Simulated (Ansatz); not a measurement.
# Energy profile

The step: SiH₄O₄ ([OH][Si]([OH])([OH])[OH]) + NH₃ → SiNH₅O₃ ([NH2][Si]([OH])([OH])[OH]) + H₂O; bonds formed: O2–H6; dative contacts that become bonds: Si1–N7; bonds broken: Si1–O2, H6–N7 (atoms numbered as in the saddle structure below).

```
13
angstrom
Si -0.0397 -0.5851 0.1255
O -0.0350 1.5330 0.7892
O 0.1632 -1.9845 -0.7269
O -1.6551 -0.6017 0.3945
O 1.0649 -0.6985 1.3184
H 0.3434 1.3944 -0.5475
N 0.5107 0.5138 -1.2480
H -0.7483 2.1223 1.0386
H -0.1052 -2.7909 -0.2858
H -1.9397 0.1344 0.9387
H 1.0728 0.1374 1.8017
H -0.0977 0.4796 -2.0569
H 1.4658 0.3459 -1.5414
```

Electronic energies by CCSD(T) at an estimated basis limit (MP2 extrapolated from triple and quadruple zeta, plus CCSD(T) − MP2 in triple zeta), on PBE0-D4/def2-TZVP structures; SiNH7O4, singlet; no counterpoise correction. Program: Ansatz 0.2.0. Basis: def2-TZVPP and def2-QZVPP. Cores are frozen in the correlated methods. Extrapolation: Hartree–Fock as exp(−7.88 √X), correlation as X^−2.97.

(1) Give the profile in eV, counted from the separated reactants. (To be estimated.)

The T1 diagnostic stays at or below 0.012.

Answers

(1) By the calculation:
| point | eV |
| --- | --- |
| separated: SiH4O4 (linked as [OH][Si]([OH])([OH])[OH]; Si1, O2, O3, O4, O5, H8, H9, H10, H11; singlet) + NH3 (H6, N7, H12, H13; singlet) | 0.000 |
| start structure | -0.279 |
| saddle | 1.189 |
| end structure | 0.032 |
| separated: SiNH5O3 (linked as [NH2][Si]([OH])([OH])[OH]; Si1, O3, O4, O5, N7, H9, H10, H11, H12, H13; singlet) + H2O (O2, H6, H8; singlet) | 0.466 |

For scale, one of the runs: CCSD(T)/def2-TZVPP, 295 basis functions, launched by `ansatz run in.yaml --threads 8 --pin off --events-out ev --progress --plain --max-ram 19148MiB`. Time: 4.5 min of wall clock on 8 CPU threads of an Intel Xeon; the host was shared. Peak host memory: 10 GiB.
